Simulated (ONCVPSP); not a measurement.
## Hg (Z = 80): variants of one ONCV potential

Base potential:

- Element: mercury
- Generator: ONCVPSP 4.0.1
- Type: optimised norm-conserving Vanderbilt (ONCV)
- Functional: PBE
- Relativity: scalar-relativistic
- Frozen core: [Kr] 4d10 4f14
- Valence charge: 20
- Reference configuration: 5s2 5p6 5d10 6s0.5 (charge +1.5)
- Partial waves: 5s+6s: rc 1.40 bohr, ncon 4, nbas 9, qcut 7.1 1/bohr, 2 projectors; 5p: rc 1.70 bohr, ncon 5, nbas 9, qcut 6.5 1/bohr, 3 projectors, debl 3.5 Ha; 5d: rc 2.05 bohr, ncon 3, nbas 8, qcut 7.1 1/bohr, 2 projectors, debl 2.5 Ha
- Local potential: polynomial inside 1.10 bohr (lpopt 5, dvloc0 4 Ha)
- Core correction: Teter function fitted to the true core (icmod 2), fcfact 0.5

All-electron outer shells of the reference configuration (PBE, scalar-relativistic, ld1.x):

| shell | level (eV) | outermost node (bohr) | outermost maximum (bohr) |
| --- | --- | --- | --- |
| 5s | -132.21 | 0.47 | 0.82 |
| 4f | -109.87 | – | 0.37 |
| 5p | -80.59 | 0.51 | 0.93 |
| 5d | -23.71 | 0.55 | 1.17 |
| 6s | -18.96 | 1.07 | 2.10 |

Cutoffs, loose and tight: the cutoffs (Ha) at which the residual kinetic energy of the hardest occupied pseudo-wave falls to 1 and 0.1 mHa per electron. They do not see the model core or the augmentation charge, which bear on the density cutoff. Test errors are all-electron minus pseudo excitation energies from the reference, over the configurations 5s2 5p6 5d10 6s2; 5s2 5p6 5d10 6s1; 5s2 5p6 5d10 6s0; 5s2 5p6 5d10 6s0 6p1. A dash means not determined; rows that change the core or the reference have their own tests.

```csv
change,outcome,"cutoff, loose","cutoff, tight",bound ghosts,GHOST(+) flags above zero,largest test error (meV)
base,generated,23 Ha,75 Ha,none,s,-4.4
s: qcut 5.3; p: qcut 4.9; d: qcut 5.3,generated,81 Ha,126 Ha,none,d,-6.2
s: qcut 5.7; p: qcut 5.2; d: qcut 5.7,generated,66 Ha,122 Ha,none,s,-5.6
s: qcut 6.5; p: qcut 6; d: qcut 6.5,generated,22 Ha,113 Ha,none,s,-4.8
s: qcut 7; p: qcut 6.4; d: qcut 7,generated,23 Ha,80 Ha,none,s,-4.4
s: qcut 8.5; p: qcut 7.8; d: qcut 8.5,generated,28 Ha,33 Ha,none,s,+4.7
s: qcut 8.9; p: qcut 8.1; d: qcut 8.9,generated,30 Ha,35 Ha,none,s,+5.0
s: qcut 9.5; p: qcut 8.7; d: qcut 9.5,generated,33 Ha,38 Ha,none,s,+5.4
```

(1) What comes out with this change to the base: s: qcut 7.7; p: qcut 7; d: qcut 7.7?

(2) What comes out with this change to the base: s: qcut 4.5; p: qcut 4.1; d: qcut 4.5?

(3) What comes out with this change to the base: s: qcut 10.3; p: qcut 9.5; d: qcut 10.3?

## Answers

(1) outcome: generated; cutoff, loose: 25 Ha; cutoff, tight: 31 Ha; bound ghosts: none; GHOST(+) flags above zero: s; largest test error (meV): +4.1.

(2) outcome: generated; cutoff, loose: 106 Ha; cutoff, tight: 132 Ha; bound ghosts: none; GHOST(+) flags above zero: p, d; largest test error (meV): -8.8.

(3) outcome: generated; cutoff, loose: 36 Ha; cutoff, tight: 42 Ha; bound ghosts: none; GHOST(+) flags above zero: s; largest test error (meV): +5.9.
